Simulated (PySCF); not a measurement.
Input file for PySCF: R-HF/3-21G on C2H7BO (SMILES CBOC), a point of a torsion scan.

```python
from pyscf import gto, scf, dft, mp
from pyscf.data.elements import chemcore

mol = gto.M(
    atom='''
    C    -1.43367488    0.38742433    0.12828916
    B    -0.48447890   -0.86605914   -0.12281268
    O     0.59656171   -1.20992752    0.56490119
    C     1.15888658   -0.55375303    1.67235397
    H    -1.15013284    1.02486511    0.96242992
    H    -2.45336236    0.05134087    0.30658876
    H    -1.47084424    1.01145709   -0.76263495
    H    -0.72227254   -1.60639179   -1.00601860
    H     1.11755717   -1.22552120    2.53333803
    H     0.64111300    0.37559517    1.91731249
    H     2.20529917   -0.33400943    1.44743553
    ''',
    basis='3-21g',
    charge=0, spin=0, verbose=3, max_memory=1800)
mf = scf.RHF(mol)
mf.conv_tol = 1e-8
mf.max_cycle = 100
mf.kernel()
if not mf.converged:
    mf = mf.newton().run(mf.mo_coeff, mf.mo_occ)
```

It printed:

```
converged SCF energy = -178.409277892033
```

The calculation finished and met its thresholds.

Cost: about 0.4 core-seconds (a rough figure).
